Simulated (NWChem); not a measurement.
The numbers come from NWChem runs, not from measurements. System: isopropylamine (C3H9N), charge 0, spin multiplicity 1, at a geometry optimised with PBE/def2-SVP. Level: B3LYP/def2-SVP, VWN1-RPA local correlation.

NWChem printed:

```
             Northwest Computational Chemistry Package (NWChem) 7.3.0
             --------------------------------------------------------

                                NWChem Input Module
                                -------------------

 Scaling coordinates for geometry "geometry" by  1.889725989
 (inverse scale =  0.529177249)

 Turning off AUTOSYM since
 SYMMETRY directive was detected!

                             Geometry "geometry" -> ""
                             -------------------------

 Output coordinates in angstroms (scale by  1.889725989 to convert to a.u.)

  No.       Tag          Charge          X              Y              Z
 ---- ---------------- ---------- -------------- -------------- --------------
    1 C                    6.0000    -0.28921800    -0.64424400     1.26628800
    2 C                    6.0000     0.35424800    -0.07242600     0.00000000
    3 C                    6.0000    -0.28921800    -0.64424400    -1.26628800
    4 N                    7.0000     0.18876300     1.38623800     0.00000000
    5 H                    1.0000    -0.19625600    -1.74843900     1.30230900
    6 H                    1.0000    -1.36508700    -0.37549300     1.30378200
    7 H                    1.0000     0.19251900    -0.23790600     2.18066000
    8 H                    1.0000     1.43162900    -0.39139200     0.00000000
    9 H                    1.0000     0.19251900    -0.23790600    -2.18066000
   10 H                    1.0000    -1.36508700    -0.37549300    -1.30378200
   11 H                    1.0000    -0.19625600    -1.74843900    -1.30230900
   12 H                    1.0000     0.66490500     1.78844300    -0.81871800
   13 H                    1.0000     0.66490500     1.78844300     0.81871800

 Effective nuclear repulsion energy (a.u.)     134.7309259770

            Nuclear Dipole moment (a.u.)
            ----------------------------
        X                 Y               Z
 ---------------- ---------------- ----------------
     0.0000075589    -0.0000000000     0.0000000000

      Symmetry information
      --------------------

 Group name             Cs
 Group number              2
 Group order               2
 No. of unique centers     8

      Symmetry unique atoms

     1    2    4    5    6    7    8   12


 Summary of "ao basis" -> "" (spherical)
 ------------------------------------------------------------------------------
       Tag                 Description            Shells   Functions and Types
 ---------------- ------------------------------  ------  ---------------------
 *                          def2-svp                  on all atoms

                                 NWChem DFT Module
                                 -----------------

 Summary of "ao basis" -> "ao basis" (spherical)
 ------------------------------------------------------------------------------
       Tag                 Description            Shells   Functions and Types
 ---------------- ------------------------------  ------  ---------------------
 C                          def2-svp                 6       14   3s2p1d
 N                          def2-svp                 6       14   3s2p1d
 H                          def2-svp                 3        5   2s1p

 Summary of "ao basis" -> "ao basis" (spherical)
 ------------------------------------------------------------------------------
       Tag                 Description            Shells   Functions and Types
 ---------------- ------------------------------  ------  ---------------------
 C                          def2-svp                 6       14   3s2p1d
 N                          def2-svp                 6       14   3s2p1d
 H                          def2-svp                 3        5   2s1p

      Symmetry analysis of basis
      --------------------------

        a'         58
        a"         43

            General Information
            -------------------
          SCF calculation type: DFT
          Wavefunction type:  closed shell.
          No. of atoms     :    13
          No. of electrons :    34
           Alpha electrons :    17
            Beta electrons :    17
          Charge           :     0
[...]
  Numbering of irreducible representations:

     1 a'          2 a"

  Orbital symmetries:

     1 a'          2 a'          3 a"          4 a'          5 a'
     6 a'          7 a"          8 a'          9 a'         10 a"
    11 a'         12 a"         13 a"         14 a'         15 a'
    16 a"         17 a'         18 a'         19 a'         20 a"
    21 a'         22 a'         23 a"         24 a'         25 a'
    26 a"         27 a"

------------------------------------------------------------
EAF file 0: "./mol.aoints.0" size=524288 bytes
------------------------------------------------------------
               write      read    awrite     aread      wait
               -----      ----    ------     -----      ----
     calls:        1         0         0         0         0
   data(b): 5.24e+05  0.00e+00  0.00e+00  0.00e+00
   time(s): 0.00e+00  0.00e+00  0.00e+00  0.00e+00  0.00e+00
rate(mb/s): 0.00e+00  0.00e+00
------------------------------------------------------------

   convergence    iter        energy       DeltaE   RMS-Dens  Diis-err    time
 ---------------- ----- ----------------- --------- --------- ---------  ------
 d= 0,ls=0.0,diis     1   -174.3128499086 -3.09D+02  8.66D-03  3.91D-01     2.0
 d= 0,ls=0.0,diis     2   -174.3454340571 -3.26D-02  3.90D-03  1.59D-01     2.5
 d= 0,ls=0.0,diis     3   -174.3575144900 -1.21D-02  1.49D-03  4.80D-02     2.9
 d= 0,ls=0.0,diis     4   -174.3625607749 -5.05D-03  2.70D-04  7.62D-04     3.3
 d= 0,ls=0.0,diis     5   -174.3626389962 -7.82D-05  5.89D-05  7.49D-05     3.7
  Resetting Diis
 d= 0,ls=0.0,diis     6   -174.3626481775 -9.18D-06  1.11D-05  1.22D-06     4.1
 d= 0,ls=0.0,diis     7   -174.3626483180 -1.41D-07  4.29D-06  6.00D-08     4.6

         Total DFT energy =     -174.362648317994
      One electron energy =     -500.558668642531
           Coulomb energy =      217.971740380948
    Exchange-Corr. energy =      -26.506646033372
 Nuclear repulsion energy =      134.730925976960

 Numeric. integr. density =       34.000004125716

     Total iterative time =      4.2s

                  Occupations of the irreducible representations
                  ----------------------------------------------

                     irrep           alpha         beta
                     --------     --------     --------
                     a'               11.0         11.0
                     a"                6.0          6.0

                       DFT Final Molecular Orbital Analysis
                       ------------------------------------

 Vector   15  Occ=2.000000D+00  E=-3.404156D-01  Symmetry=a'
              MO Center= -1.2D-01, -2.1D-01,  1.1D-14, r^2= 3.0D+00
   Bfn.  Coefficient  Atom+Function         Bfn.  Coefficient  Atom+Function
  ----- ------------  ---------------      ----- ------------  ---------------
    18      0.282553   2 C  px                4     -0.248846   1 C  px
    32     -0.248846   3 C  px               72      0.224263   8 H  s
    62      0.210572   6 H  s                82      0.210572  10 H  s
    46     -0.151521   4 N  px               73      0.131278   8 H  s
    19      0.121204   2 C  py               63      0.118120   6 H  s

 Vector   16  Occ=2.000000D+00  E=-3.356687D-01  Symmetry=a"
              MO Center=  1.9D-02, -2.7D-01, -4.8D-15, r^2= 3.0D+00
   Bfn.  Coefficient  Atom+Function         Bfn.  Coefficient  Atom+Function
  ----- ------------  ---------------      ----- ------------  ---------------
    20     -0.352807   2 C  pz                6      0.323217   1 C  pz
    34      0.323217   3 C  pz               67      0.221666   7 H  s
    77     -0.221666   9 H  s                 9      0.144274   1 C  pz
    37      0.144274   3 C  pz               68      0.141071   7 H  s
    78     -0.141071   9 H  s                23     -0.114456   2 C  pz

 Vector   17  Occ=2.000000D+00  E=-2.340841D-01  Symmetry=a'
              MO Center=  1.4D-01,  1.1D+00,  7.8D-17, r^2= 1.6D+00
   Bfn.  Coefficient  Atom+Function         Bfn.  Coefficient  Atom+Function
  ----- ------------  ---------------      ----- ------------  ---------------
    46      0.508166   4 N  px               49     -0.393883   4 N  px
    45      0.329894   4 N  s                72      0.220525   8 H  s
    73      0.176681   8 H  s                44      0.161163   4 N  s
    18      0.153232   2 C  px               47     -0.115617   4 N  py
     3     -0.097324   1 C  s                31     -0.097324   3 C  s

 Vector   18  Occ=0.000000D+00  E= 4.480644D-02  Symmetry=a'
              MO Center=  6.2D-01,  3.2D-01, -4.2D-16, r^2= 6.9D+00
   Bfn.  Coefficient  Atom+Function         Bfn.  Coefficient  Atom+Function
  ----- ------------  ---------------      ----- ------------  ---------------
     3      0.897955   1 C  s                31      0.897955   3 C  s
    45      0.763849   4 N  s                17      0.732359   2 C  s
    73     -0.713406   8 H  s                93     -0.608748  12 H  s
    98     -0.608748  13 H  s                68     -0.580514   7 H  s
    78     -0.580514   9 H  s                58     -0.538270   5 H  s

 Vector   19  Occ=0.000000D+00  E= 9.408435D-02  Symmetry=a'
              MO Center= -3.3D-01, -2.1D-02,  3.6D-16, r^2= 7.6D+00
   Bfn.  Coefficient  Atom+Function         Bfn.  Coefficient  Atom+Function
  ----- ------------  ---------------      ----- ------------  ---------------
     3      1.430543   1 C  s                31      1.430543   3 C  s
    45     -0.916312   4 N  s                63     -0.876290   6 H  s
    83     -0.876290  10 H  s                58     -0.715802   5 H  s
    88     -0.715802  11 H  s                93      0.632124  12 H  s
    98      0.632124  13 H  s                68     -0.358625   7 H  s

 Vector   20  Occ=0.000000D+00  E= 9.910674D-02  Symmetry=a"
              MO Center=  2.5D-01,  3.9D-01,  4.7D-14, r^2= 7.9D+00
   Bfn.  Coefficient  Atom+Function         Bfn.  Coefficient  Atom+Function
  ----- ------------  ---------------      ----- ------------  ---------------
     3      1.574358   1 C  s                31     -1.574358   3 C  s
    68     -1.079747   7 H  s                78      1.079747   9 H  s
    93      0.655976  12 H  s                98     -0.655976  13 H  s
    63     -0.580269   6 H  s                83      0.580269  10 H  s
    51      0.431682   4 N  pz               58     -0.368024   5 H  s

 center of mass
 --------------
 x =  -0.00073631 y =   0.04895663 z =   0.00000000

 moments of inertia (a.u.)
 ------------------
         379.675050903580         -40.329655692722          -0.000000000000
         -40.329655692722         239.768707329771           0.000000000000
          -0.000000000000           0.000000000000         217.594966070249

     Multipole analysis of the density
     ---------------------------------

     L   x y z        total         alpha         beta         nuclear
     -   - - -        -----         -----         ----         -------
     0   0 0 0     -0.000000    -17.000000    -17.000000     34.000000

     1   1 0 0      0.502258      0.251125      0.251125      0.000008
     1   0 1 0     -0.014701     -0.007350     -0.007350     -0.000000
     1   0 0 1      0.000000      0.000000      0.000000      0.000000

     2   2 0 0    -20.549362    -26.019465    -26.019465     31.489569
     2   1 1 0      1.950288    -12.151158    -12.151158     26.252604
     2   1 0 1     -0.000000     -0.000000     -0.000000     -0.000000
     2   0 2 0    -20.156445    -66.363871    -66.363871    112.571298
     2   0 1 1     -0.000000     -0.000000     -0.000000      0.000000
     2   0 0 2    -19.861822    -75.789712    -75.789712    131.717602

 Task  times  cpu:        4.6s     wall:        4.6s

 Total times  cpu:        4.6s     wall:        4.6s
```

### Question
Write an NWChem input that would produce this output.

### Answer
This is not unique; one that fits is 
```
start mol
memory heap 200 mb stack 900 mb global 1100 mb
geometry units angstroms nocenter noautoz
  C     -0.289218    -0.644244     1.266288
  C      0.354248    -0.072426     0.000000
  C     -0.289218    -0.644244    -1.266288
  N      0.188763     1.386238     0.000000
  H     -0.196256    -1.748439     1.302309
  H     -1.365087    -0.375493     1.303782
  H      0.192519    -0.237906     2.180660
  H      1.431629    -0.391392     0.000000
  H      0.192519    -0.237906    -2.180660
  H     -1.365087    -0.375493    -1.303782
  H     -0.196256    -1.748439    -1.302309
  H      0.664905     1.788443    -0.818718
  H      0.664905     1.788443     0.818718
  symmetry group Cs
end
basis spherical
  * library def2-svp
end
dft
  xc b3lyp
  semidirect memsize 60000000 filesize 0
  iterations 100
end
task dft energy
```
